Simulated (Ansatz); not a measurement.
```yaml
crystal:
  periodic: [false, false, false]
  atoms:
    - {symbol: Si, position_ang: [-2.594993, 2.133224, -1.562335]}
    - {symbol: B, position_ang: [-0.565857, -1.241937, -0.344970]}
    - {symbol: B, position_ang: [0.385649, -3.603682, 0.615907]}
    - {symbol: Si, position_ang: [2.781121, -0.595410, 1.295705]}
    - {symbol: H, position_ang: [-2.949113, 1.576631, -4.071432]}
    - {symbol: H, position_ang: [-4.653762, 2.487904, -0.482438]}
    - {symbol: H, position_ang: [-0.657608, 4.333027, -1.125299]}
    - {symbol: H, position_ang: [1.225662, -5.165656, 1.381439]}
    - {symbol: H, position_ang: [3.587189, 2.170215, 1.477591]}
    - {symbol: H, position_ang: [4.377769, -2.195171, 2.482281]}
basis:
  gaussian: {orbitals: cc-pVTZ, final_grid: {core_spheres: 5, valence_spheres: 4, degree: 11}}
hamiltonian: {xc: {name: wB97}}
```

```sh
$ ansatz run in.yaml --threads 2 --pin off --events-out ev --progress --plain --max-ram 4352MiB
```

Shortened log:

```
Functional definition: wB97
1334 factors; their error is unknown
474 factors; integrals over basis functions are off by at most 7.1e-5 eV
mean field evaluation 1: about -17163.4362 eV, gradient 3.4e1 eV
mean field evaluation 2: about -17073.6417 eV, gradient 1.2e2 eV
mean field evaluation 4: about -17172.8825 eV, gradient 5.4e0 eV
mean field evaluation 8: about -17173.1441 eV, gradient 5.9e-1 eV
mean field evaluation 16: about -17173.0957 eV, gradient 5.4e-3 eV
mean field evaluation 32: about -17173.0957 eV, gradient 1.3e-4 eV
mean field -17173.09572033 eV, -631.0996273799 hartree, gradient 1.7e-5 eV, S^2 0.000000; 4 other end points of the search recorded, 0 dependent functions left out
reference -17173.09569527 eV, -631.0996264587 hartree; 22, 22 occupied and 190, 190 virtual orbitals, 1334 factors
Total energy: -17173.09569527 eV, -631.0996264587 hartree
```

In this input the coordinates are in bohr but typed as ångström. The run converged. The result belongs to that input, not to the molecule as meant.
